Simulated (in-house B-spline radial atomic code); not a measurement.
A fraction x of an electron is added to 2p in C, starting from [He] 2s2 2p2 and keeping the highest spin. Method: non-relativistic BHandHLYP, spin-polarised, spherical fractional occupations, point nucleus. Calculated with an all-electron radial atomic-structure program (B-spline basis).

Caution: exact exchange at fractional occupations of open shells leaves self-interaction of up to several eV.

| x | E(x) - E(0) (eV) | 2p up level (eV) |
| --- | --- | --- |
| 0 | 0.0000 | -7.134 |
| 0.1 | -0.6714 | -6.297 |
| 0.2 | -1.2603 | -5.485 |
| 0.3 | -1.7691 | -4.697 |
| 0.4 | ? | ? |
| 0.5 | -2.5569 | -3.199 |
| 0.6 | ? | ? |
| 0.7 | -3.0565 | -1.817 |
| 0.8 | -3.2059 | -1.175 |

What belongs in the row x = 0.4?

An energy change of -2.2005 eV; 2p up at -3.935 eV.

What belongs in the row x = 0.6?

An energy change of -2.8413 eV; 2p up at -2.493 eV.

Check Janak's theorem between x = 0.1 and 0.2.

The slope of the energy is -5.89 eV; the orbital levels give -5.89 eV (ε of the filling orbital, averaged over the two points).
